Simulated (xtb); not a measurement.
A run for xtb: GFN2-xTB on TiS, 2S+1 = 3, a spin state set in the input, which need not be the lowest, a point of a bond scan (R = 2.076 Å).

```
$ xtb mol.xyz --gfn 2 --sp --chrg 0 --uhf 2
2

Ti     0.00000000     0.00000000     0.00000000
S      0.00000000     0.00000000     2.07600900
```

Output:

```
[...]
           -------------------------------------------------
          |                Calculation Setup                |
           -------------------------------------------------



           -------------------------------------------------
          |                 G F N 2 - x T B                 |
           -------------------------------------------------

        Reference                      10.1021/acs.jctc.8b01176
      * Hamiltonian:
        H0-scaling (s, p, d)           1.850000    2.230000    2.230000
        zeta-weighting                 0.500000
      * Dispersion:
        s8                             2.700000
        a1                             0.520000
        a2                             5.000000
        s9                             5.000000
      * Repulsion:
        kExp                           1.500000    1.000000
        rExp                           1.000000
      * Coulomb:
        alpha                          2.000000
        third order                    shell-resolved
        anisotropic                    true
        a3                             3.000000
        a5                             4.000000
        cn-shift                       1.200000
        cn-exp                         4.000000
        max-rad                        5.000000


          ...................................................
          :                      SETUP                      :
          :.................................................:
          :  # basis functions                  20          :
          :  # atomic orbitals                  18          :
          :  # shells                            6          :
          :  # electrons                        10          :
          :  max. iterations                   250          :
          :  Hamiltonian                  GFN2-xTB          :
          :  restarted?                      false          :
          :  GBSA solvation                  false          :
          :  PC potential                    false          :
          :  electronic temp.          300.0000000     K    :
          :  accuracy                    1.0000000          :
          :  -> integral cutoff          0.2500000E+02      :
          :  -> integral neglect         0.1000000E-07      :
          :  -> SCF convergence          0.1000000E-05 Eh   :
          :  -> wf. convergence          0.1000000E-03 e    :
          :  Broyden damping             0.4000000          :
          :  net charge                          0          :
          :  unpaired electrons                  2          :
          ...................................................

 iter      E             dE          RMSdq      gap      omega  full diag
   1     -4.4889117 -0.448891E+01  0.391E+01    0.00       0.0  T
   2     -4.6243436 -0.135432E+00  0.150E+01    0.00       1.0  T
   3     -4.7078159 -0.834723E-01  0.540E+00    0.00       1.0  T
   4     -4.7027660  0.504987E-02  0.373E+00    0.00       1.0  T
   5     -4.7083411 -0.557503E-02  0.161E+00    0.00       1.0  T
   6     -4.7086793 -0.338244E-03  0.285E-01    0.00       1.0  T
   7     -4.7087020 -0.227226E-04  0.161E-01    0.00       1.0  T
   8     -4.7087136 -0.115582E-04  0.818E-02    0.00       1.0  T
   9     -4.7087152 -0.161384E-05  0.537E-03    0.00      13.2  T
  10     -4.7087152 -0.444728E-08  0.217E-03    0.00      32.6  T
  11     -4.7087152  0.587798E-09  0.155E-03    0.00      45.5  T
  12     -4.7087152 -0.129428E-08  0.785E-05    0.00     900.6  T
  13     -4.7087152 -0.490186E-11  0.456E-05    0.00    1550.2  T

   *** convergence criteria satisfied after 13 iterations ***

         #    Occupation            Energy/Eh            Energy/eV
      -------------------------------------------------------------
         1        2.0000           -0.7025945             -19.1186
         2        2.0000           -0.4658065             -12.6752
         3        2.0000           -0.3692393             -10.0475
         4        2.0000           -0.3692393             -10.0475
         5        1.0000           -0.3040511              -8.2737
         6        0.5000           -0.2750524              -7.4846 (HOMO)
         7        0.5000           -0.2750524              -7.4846 (LUMO)
         8        0.0000           -0.2617459              -7.1225
         9        0.0000           -0.2617459              -7.1225
        10                         -0.1985321              -5.4023
        11                         -0.0489496              -1.3320
       ...                                ...                  ...
        18                          0.7771562              21.1475
      -------------------------------------------------------------
                  HL-Gap            0.0000000 Eh            0.0000 eV
             Fermi-level           -0.3056813 Eh           -8.3180 eV

 transition dipole moment (au) for excitation:           5           6
     X       Y       Z
  -0.0000   0.0000   0.0000  total (au/Debye):    0.000   0.000
 dE (eV)             :    0.789
 oscillator strength :  0.15751E-30

 SCC (total)                   0 d,  0 h,  0 min,  0.002 sec
 SCC setup                      ...        0 min,  0.000 sec (  2.696%)
 Dispersion                     ...        0 min,  0.000 sec (  0.634%)
 classical contributions        ...        0 min,  0.000 sec (  0.517%)
 integral evaluation            ...        0 min,  0.000 sec ( 14.394%)
 iterations                     ...        0 min,  0.001 sec ( 48.208%)
 molecular gradient             ...        0 min,  0.000 sec ( 15.435%)
 printout                       ...        0 min,  0.000 sec ( 17.856%)

         :::::::::::::::::::::::::::::::::::::::::::::::::::::
         ::                     SUMMARY                     ::
         :::::::::::::::::::::::::::::::::::::::::::::::::::::
         :: total energy              -4.677071865283 Eh    ::
         :: gradient norm              0.070629313965 Eh/a0 ::
         :: HOMO-LUMO gap              0.000000000000 eV    ::
         ::.................................................::
         :: SCC energy                -4.708715196553 Eh    ::
         :: -> isotropic ES            0.002521279230 Eh    ::
         :: -> anisotropic ES          0.004544075318 Eh    ::
         :: -> anisotropic XC         -0.003787728224 Eh    ::
         :: -> dispersion             -0.001129688872 Eh    ::
         :: repulsion energy           0.031643331270 Eh    ::
         :: add. restraining           0.000000000000 Eh    ::
         :: total charge               0.000000000000 e     ::
         :::::::::::::::::::::::::::::::::::::::::::::::::::::

           -------------------------------------------------
          |                Property Printout                |
           -------------------------------------------------

    * Orbital Energies and Occupations

         #    Occupation            Energy/Eh            Energy/eV
      -------------------------------------------------------------
         1        2.0000           -0.7025945             -19.1186
         2        2.0000           -0.4658065             -12.6752
         3        2.0000           -0.3692393             -10.0475
         4        2.0000           -0.3692393             -10.0475
         5        1.0000           -0.3040511              -8.2737
         6        0.5000           -0.2750524              -7.4846 (HOMO)
         7        0.5000           -0.2750524              -7.4846 (LUMO)
         8        0.0000           -0.2617459              -7.1225
         9        0.0000           -0.2617459              -7.1225
        10                         -0.1985321              -5.4023
        11                         -0.0489496              -1.3320
Note: The following floating-point exceptions are signalling: IEEE_DENORMAL
normal termination of xtb
        12                         -0.0489496              -1.3320
        13                          0.0389844               1.0608
        14                          0.0389844               1.0608
        15                          0.0461446               1.2557
        16                          0.0652833               1.7765
        17                          0.0652833               1.7765
        18                          0.7771562              21.1475
      -------------------------------------------------------------
                  HL-Gap            0.0000000 Eh            0.0000 eV
             Fermi-level           -0.3056813 Eh           -8.3180 eV

     #   Z          covCN         q      C6AA      α(0)
     1  22 Ti       0.835     0.351   538.215    65.892
     2  16 S        0.835    -0.351   154.280    21.009

 Mol. C6AA /au·bohr⁶  :       1215.840747
 Mol. C8AA /au·bohr⁸  :     111292.654532
 Mol. α(0) /au        :         86.901584


Wiberg/Mayer (AO) data.
largest (>0.10) Wiberg bond orders for each atom

 ---------------------------------------------------------------------------
     #   Z sym  total        # sym  WBO       # sym  WBO       # sym  WBO
 ---------------------------------------------------------------------------
     1  22 Ti   2.216 --     2 S    2.216
     2  16 S    2.216 --     1 Ti   2.216
 ---------------------------------------------------------------------------

Topologies differ in total number of bonds
Writing topology from bond orders to xtbtopo.mol

molecular dipole:
                 x           y           z       tot (Debye)
 q only:        0.000       0.000      -1.377
   full:        0.000      -0.000      -2.881       7.323
molecular quadrupole (traceless):
                xx          xy          yy          xz          yz          zz
 q only:        2.701       0.000       2.701       0.000       0.000      -5.402
  q+dip:        3.707       0.000       3.707       0.000       0.000      -7.415
   full:        4.209      -0.000       4.209      -0.000       0.000      -8.418


           -------------------------------------------------
          | TOTAL ENERGY               -4.677071865283 Eh   |
          | GRADIENT NORM               0.070629313965 Eh/α |
          | HOMO-LUMO GAP               0.000000000000 eV   |
           -------------------------------------------------

------------------------------------------------------------------------
------------------------------------------------------------------------
 total:
 SCF:
```

The run finished.

Cost: about 0.020 core-seconds (a rough figure).
